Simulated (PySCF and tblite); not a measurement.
The numbers below are computed, except where a source is named.
System: C₅HClN₂O₂, numbered as in [N:1]#[C:2][C:3](=[O:4])/[C:5]([Cl:6])=[C:7](\[OH:8])[C:9]#[N:10].

Geometries: B3LYP-D3(BJ)/def2-SVP; energies: BHandHLYP/pcSseg-1 + D3(BJ), IEF-PCM cyclohexane; zero-point and thermal terms from GFN2-xTB harmonic modes (soft modes blended into free rotors). Rate constants are transition-state-theory values, counting equivalent paths, without tunnelling. (PySCF 2.14 with density fitting, tblite 0.8.)

Tunnelling of the moving H, left out here, will speed the real process.

Task: Estimate the barrier and the room-temperature rate of the shift of H on O8 from O8 to O4.

Result: The electronic barrier is 5.2 kcal/mol and ΔG‡(298 K) 2.9 kcal/mol, over a C2v saddle with an imaginary mode of 1321i cm⁻¹ (GFN2-xTB). With 1 equivalent path, k is 5×10¹⁰ s⁻¹.
